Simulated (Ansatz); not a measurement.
**Molecular dynamics of H15NO6**

input.yaml

```yaml
accuracy: low
crystal:
  lattice:
    - [6.02765, 0.0, 0.0]
    - [0.0, 6.02765, 0.0]
    - [0.0, 0.0, 6.02765]
  atoms:
    - { symbol: O, position: [0.12218529, 0.07693911, 0.19042276] }
    - { symbol: H, position: [-0.01337302, 0.16669738, 0.19630984] }
    - { symbol: H, position: [0.10009515, -0.04290597, 0.08307951] }
    - { symbol: O, position: [0.4109696, 0.27220042, 0.4852167] }
    - { symbol: H, position: [0.31303505, 0.20337892, 0.3756312] }
    - { symbol: H, position: [0.42398437, 0.16112482, 0.60003283] }
    - { symbol: O, position: [0.63235166, 0.80735194, 0.08203667] }
    - { symbol: H, position: [0.59006242, 0.9345124, 0.17000109] }
    - { symbol: H, position: [0.7080286, 0.87134124, -0.04659185] }
    - { symbol: O, position: [0.85386027, -0.00832311, 0.71617463] }
    - { symbol: H, position: [0.85304596, 0.11977841, 0.61998151] }
    - { symbol: H, position: [0.98103923, -0.09568822, 0.6664188] }
    - { symbol: O, position: [0.79676185, 0.37510022, 0.27828292] }
    - { symbol: H, position: [0.77895454, 0.5224037, 0.21645869] }
    - { symbol: H, position: [0.65528769, 0.34295777, 0.35268192] }
    - { symbol: O, position: [0.22913329, 0.79550165, 0.53251172] }
    - { symbol: H, position: [0.19139811, 0.86119549, 0.38987176] }
    - { symbol: H, position: [0.3004523, 0.65452655, 0.50099627] }
    - { symbol: "N", position: [0.16521402, 0.63009914, 0.9876872] }
    - { symbol: H, position: [0.33119561, 0.65647262, 0.96893099] }
    - { symbol: H, position: [0.14960212, 0.50234442, 1.09593722] }
    - { symbol: H, position: [0.10849499, 0.57184971, 0.83996182] }
basis:
  ecutwfc: 500.0
kpoints:
  mp_grid: { grid: [1, 1, 1] }
hamiltonian:
  xc: r2scan
scf:
  occupations: { method: fermi_dirac, width: 0.02 }
  lower_state_search: "off"
md:
  timestep: 0.75
  n_steps: 60
  ensemble: nvt_langevin
  temperature: 300.0
  initial_velocities: maxwell_boltzmann
  seed: 343566
  friction: 0.02
```

Launched with:

```bash
$ ansatz run input.yaml --threads 1 --pin off --max-ram 3072MiB --backend cpu --events-out ev --progress --plain --runs-dir out
```

It starts from a partly relaxed structure (largest force component 0.27 eV/Å).

Output, in part (one step line in 2):

```
md step     0: t =     0.00 fs  T =   286.4 K  F+E_penalty+E_count = -4038.66371319 eV  E_kin = 0.814338 eV  (9 SCF iters)
md step     2: t =     1.50 fs  T =   257.7 K  F+E_penalty+E_count = -4038.50010564 eV  E_kin = 0.732705 eV  (8 SCF iters)
md step     4: t =     3.00 fs  T =   248.8 K  F+E_penalty+E_count = -4038.44720357 eV  E_kin = 0.707610 eV  (8 SCF iters)
md step     6: t =     4.50 fs  T =   241.3 K  F+E_penalty+E_count = -4038.51292571 eV  E_kin = 0.686239 eV  (6 SCF iters)
md step     8: t =     6.00 fs  T =   187.2 K  F+E_penalty+E_count = -4038.37788231 eV  E_kin = 0.532379 eV  (6 SCF iters)
md step    10: t =     7.50 fs  T =   165.4 K  F+E_penalty+E_count = -4038.31257831 eV  E_kin = 0.470422 eV  (8 SCF iters)
md step    12: t =     9.00 fs  T =   191.2 K  F+E_penalty+E_count = -4038.37656484 eV  E_kin = 0.543739 eV  (6 SCF iters)
md step    14: t =    10.50 fs  T =   167.0 K  F+E_penalty+E_count = -4038.31266708 eV  E_kin = 0.474921 eV  (6 SCF iters)
md step    16: t =    12.00 fs  T =   149.6 K  F+E_penalty+E_count = -4038.27826635 eV  E_kin = 0.425369 eV  (6 SCF iters)
md step    18: t =    13.50 fs  T =   169.6 K  F+E_penalty+E_count = -4038.32124091 eV  E_kin = 0.482176 eV  (6 SCF iters)
md step    20: t =    15.00 fs  T =   136.4 K  F+E_penalty+E_count = -4038.24998544 eV  E_kin = 0.388004 eV  (8 SCF iters)
md step    22: t =    16.50 fs  T =   107.5 K  F+E_penalty+E_count = -4038.15419668 eV  E_kin = 0.305682 eV  (6 SCF iters)
md step    24: t =    18.00 fs  T =   105.0 K  F+E_penalty+E_count = -4038.14811553 eV  E_kin = 0.298665 eV  (6 SCF iters)
md step    26: t =    19.50 fs  T =   100.8 K  F+E_penalty+E_count = -4038.19886084 eV  E_kin = 0.286776 eV  (6 SCF iters)
md step    28: t =    21.00 fs  T =   107.0 K  F+E_penalty+E_count = -4038.17646012 eV  E_kin = 0.304292 eV  (6 SCF iters)
md step    30: t =    22.50 fs  T =   109.5 K  F+E_penalty+E_count = -4038.17894183 eV  E_kin = 0.311509 eV  (7 SCF iters)
md step    32: t =    24.00 fs  T =   126.8 K  F+E_penalty+E_count = -4038.20631373 eV  E_kin = 0.360624 eV  (6 SCF iters)
md step    34: t =    25.50 fs  T =   102.0 K  F+E_penalty+E_count = -4038.11437716 eV  E_kin = 0.289969 eV  (6 SCF iters)
md step    36: t =    27.00 fs  T =   106.6 K  F+E_penalty+E_count = -4038.08865898 eV  E_kin = 0.303105 eV  (6 SCF iters)
md step    38: t =    28.50 fs  T =   145.7 K  F+E_penalty+E_count = -4038.20592619 eV  E_kin = 0.414381 eV  (6 SCF iters)
md step    40: t =    30.00 fs  T =   161.9 K  F+E_penalty+E_count = -4038.21338110 eV  E_kin = 0.460256 eV  (7 SCF iters)
md step    42: t =    31.50 fs  T =   158.7 K  F+E_penalty+E_count = -4038.22380628 eV  E_kin = 0.451396 eV  (6 SCF iters)
md step    44: t =    33.00 fs  T =   197.7 K  F+E_penalty+E_count = -4038.30098970 eV  E_kin = 0.562204 eV  (6 SCF iters)
md step    46: t =    34.50 fs  T =   178.6 K  F+E_penalty+E_count = -4038.27863196 eV  E_kin = 0.507950 eV  (6 SCF iters)
md step    48: t =    36.00 fs  T =   191.6 K  F+E_penalty+E_count = -4038.25908132 eV  E_kin = 0.544755 eV  (6 SCF iters)
md step    50: t =    37.50 fs  T =   206.2 K  F+E_penalty+E_count = -4038.29121361 eV  E_kin = 0.586296 eV  (7 SCF iters)
md step    52: t =    39.00 fs  T =   217.9 K  F+E_penalty+E_count = -4038.28201831 eV  E_kin = 0.619617 eV  (7 SCF iters)
md step    54: t =    40.50 fs  T =   218.4 K  F+E_penalty+E_count = -4038.26739618 eV  E_kin = 0.621109 eV  (6 SCF iters)
md step    56: t =    42.00 fs  T =   233.3 K  F+E_penalty+E_count = -4038.31319703 eV  E_kin = 0.663352 eV  (6 SCF iters)
md step    58: t =    43.50 fs  T =   234.1 K  F+E_penalty+E_count = -4038.28263964 eV  E_kin = 0.665636 eV  (6 SCF iters)
md step    60: t =    45.00 fs  T =   204.0 K  F+E_penalty+E_count = -4038.20636573 eV  E_kin = 0.580200 eV  (8 SCF iters)
```

All steps were run. The mean temperature of the second half is 42 % below the set value. A run of 0.045 ps of so small a system gives no equilibrium averages. Limits of this set-up: coarse k mesh, low accuracy level.

Mean squared displacements from the first frame to the last, about the centre of mass: O 0.02 Å², H 0.10 Å², N 0.00 Å².

Last frame:

```xyz
22
Lattice="6.0277 0.0000 0.0000 0.0000 6.0277 0.0000 0.0000 0.0000 6.0277" Properties=species:S:1:pos:R:3
O 0.763 0.595 1.037
H -0.031 1.161 1.200
H 0.625 0.035 0.256
O 2.343 1.589 2.986
H 1.995 1.180 2.160
H 2.383 0.845 3.583
O 3.867 4.957 0.622
H 4.242 5.514 1.309
H 4.300 5.144 -0.220
O 5.175 -0.154 4.291
H 5.145 0.562 3.624
H 5.888 -0.716 4.004
O 4.693 2.429 1.677
H 4.336 3.189 1.149
H 3.874 2.196 2.187
O 1.370 4.717 3.253
H 1.284 5.047 2.331
H 1.737 3.792 3.229
N 0.974 3.811 5.926
H 1.941 3.999 5.691
H 0.871 3.388 6.883
H 0.522 3.222 5.200
```

The run took 9.6 min on 1 thread of Arm Neoverse V1 (shared host), peak memory 0.49 GiB.
